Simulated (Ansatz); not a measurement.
Geometry optimisation, Ansatz, RHF/def2-SVP.

input.yaml

```yaml
crystal:
  periodic: [false, false, false]
  atoms:
    - { symbol: W, position_ang: [0.0, 0.0, 0.0] }
    - { symbol: Cl, position_ang: [0.0, 0.0, 2.74] }
    - { symbol: Cl, position_ang: [2.39, 0.0, 0.0] }
    - { symbol: Cl, position_ang: [0.0, 2.39, 0.0] }
    - { symbol: Cl, position_ang: [-2.39, 0.0, 0.0] }
    - { symbol: Cl, position_ang: [0.0, -2.39, 0.0] }
    - { symbol: Cl, position_ang: [0.0, 0.0, -2.39] }
    - { symbol: F, position_ang: [1.4129, 1.4719, 0.6779] }
    - { symbol: H, position_ang: [1.0415, 1.085, 1.856] }
basis:
  gaussian: { orbitals: def2-SVP }
hamiltonian:
  xc: hf
relax:
  f_tol: 0.15
  max_steps: 25
  restrain:
    - { distance: [0, 7], at: 1.85, k: 30.0 }
    - { distance: [8, 1], at: 1.37, k: 30.0 }
    - { distance: [0, 1], at: 3.59, k: 30.0 }
    - { distance: [8, 7], at: 2.12, k: 30.0 }
```

Launched with:

```bash
$ ansatz run input.yaml --threads 4 --pin off --max-ram 5120MiB --backend cpu --events-out ev --progress --plain --runs-dir out
```

Q: Where does it end, and by what steps?

A: It converged. The restraints hold the end off the free minimum; the threshold counts their pulls, which the force column leaves out. Restrained pairs: W1–F8 (2.15 → 1.98 Å), Cl2–H9 (1.74 → 1.32 Å), W1–Cl2 (2.74 → 3.60 Å), F8–H9 (1.29 → 2.13 Å). After 17 steps the energy has fallen by 7.376 eV (the restraints' own energy left out); F8 moved furthest, 1.14 Å.

```csv
step,energy less start (eV),largest force component (eV/Å),accepted
0,0.0000,5.442,yes
1,-1.6589,4.894,yes
2,-2.9513,5.140,yes
3,-4.6523,5.323,yes
4,-5.9049,4.827,yes
5,-6.5698,4.299,yes
6,-6.5124,3.698,yes
7,-6.7163,3.276,yes
8,-6.7401,4.119,yes
9,-6.9352,3.663,yes
10,-7.1135,4.170,yes
11,-7.2263,4.224,yes
12,-7.3117,4.012,yes
13,-7.3201,3.949,yes
14,-7.3549,3.867,yes
15,-7.3661,3.812,yes
16,-7.3648,3.791,yes
17,-7.3764,3.784,yes
```

```xyz
9
Properties=species:S:1:pos:R:3
W 0.140 -0.429 -0.281
Cl 0.472 0.329 3.219
Cl 2.379 -0.549 0.233
Cl 0.204 3.012 -0.391
Cl -1.982 -0.187 0.557
Cl -0.110 -2.714 -0.665
Cl 0.145 0.393 -2.438
F 0.344 1.456 0.297
H 0.862 1.246 2.354
```

The run took 3.7 min on 4 threads of Arm Neoverse N1 (shared host), peak memory 0.68 GiB.
